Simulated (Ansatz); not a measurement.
Reaction (substitution at a C–B bond): `CB(N)O[SiH3]` + `CNB(F)S` → `CN(C)B(F)S` + `NBO[SiH3]`

Computed with Ansatz on PBE0-D4/def2-TZVP structures; ΔE is electronic, products minus reactants. CCSD(T)/CBS is the MP2 limit (def2-TZVPP, def2-QZVPP) plus CCSD(T) − MP2 in def2-TZVPP, frozen cores. Each species was taken in one conformer, which may not be the lowest.

| species | SCS-MP2/def2-QZVPP energy (Eh) |
| --- | --- |
| `CB(N)O[SiH3]` | -486.64710 |
| `CNB(F)S` | -618.11953 |
| `CN(C)B(F)S` | -657.34801 |
| `NBO[SiH3]` | -447.39485 |

(1) Work out ΔE.

Largest T1 diagnostic among the species: 0.012.

## Answers

(1) ΔE = (-657.34801) + (-447.39485) − (-486.64710) − (-618.11953) = 0.02377 Eh = +62.4 kJ/mol. CCSD(T)/CBS gives +65.5 kJ/mol.

In def2-TZVPP, CCSD(T) changes the Hartree–Fock value by −3.8 kJ/mol (the triples alone add −1.6 kJ/mol) and MP2 by −4.0 kJ/mol.
